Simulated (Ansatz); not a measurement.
BeN, multiplicity 4 (lowest of 2S+1 = 2, 4 at CCSD(T)/def2-TZVPP on PBE0 minima; our sources give no spin for the ground state, which may be another), most abundant isotopes (9.0122 and 14.0031 u). Constants from fifth-degree fits in 1/R to seven points on the lowest solution found; no spin–orbit coupling, no relativity up to Kr; ω_e x_e and α_e move by some per cent with the fit.

Correlated levels freeze the inner cores; with def2 sets outer-core shells near the valence are correlated too.

The values were computed with Ansatz (Gaussian basis) for Hartree–Fock, density functionals and correlated methods. 

Total energies (hartree; each atom in its lowest state at that level) and vibrational constants (cm⁻¹):

```tsv
level	E(BeN) at r_e	E(Be)	E(N)	ω_e	ω_e x_e
PBE/def2-TZVPP	-69.241877	-14.628245	-54.532142	905	9.5
B3LYP/def2-TZVPP	-69.349962	-14.672020	-54.603975	933	9.6
wB97M-V/def2-TZVPP	-69.316452	-14.661041	-54.592608	945	9.6
CCSD(T)/def2-QZVPP	-69.234846	-14.655539	-54.525016	935	9.9
```

Work out D_e and D₀ in eV.


D_e = E(Be) + E(N) − E(molecule), times 27.2114 eV; D₀ = D_e − (ω_e/2 − ω_e x_e/4)/8065.54.
- PBE/def2-TZVPP: D_e = 2.217, zero point 0.056, D₀ = 2.162 eV
- B3LYP/def2-TZVPP: D_e = 2.013, zero point 0.058, D₀ = 1.955 eV
- wB97M-V/def2-TZVPP: D_e = 1.709, zero point 0.058, D₀ = 1.651 eV
- CCSD(T)/def2-QZVPP: D_e = 1.477, zero point 0.058, D₀ = 1.420 eV
No counterpoise correction is made.

Ansatz is a first-principles code.
